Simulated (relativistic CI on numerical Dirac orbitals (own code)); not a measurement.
# Spin-allowed bands of a d2 ion in a tetrahedral site, by hand

Problem. Take Δ = 6200 cm⁻¹ and B = 490 cm⁻¹ for a d2 ion in a tetrahedral site. Calculate the three spin-allowed bands.

Working.
1. The terms of highest spin are 3F (energy 0) and 3P (15B = 7350 cm⁻¹). Here the F term splits into A2 at −1.2Δ = -7440, T2 at −0.2Δ = -1240 and T1 at +0.6Δ = 3720 cm⁻¹.
2. The two T1 states mix through the element 0.4Δ: H = [[3720, 2480], [2480, 7350]], with roots ½(H₁₁ + H₂₂) ∓ ½√[(H₂₂ − H₁₁)² + 4H₁₂²] = ½(11070) ∓ ½(6146) = 2462 and 8608 cm⁻¹.
3. The ground term is 3A2 at -7440 cm⁻¹.
4. Bands: 3T2 6200 cm⁻¹ (1613 nm), 3T1(F) 9902 cm⁻¹ (1010 nm), 3T1(P) 16048 cm⁻¹ (623 nm).

Check. Exact diagonalisation of the whole d2 shell with these parameters gives 3T2 6200, 3T1 9902, 3T1 16048 cm⁻¹. The match is exact, since without spin-orbit coupling no other term has this spin. The ratio of the second band to the first, 1.597, depends on Δ/B = 12.7 alone, which is how a Tanabe-Sugano diagram is read.
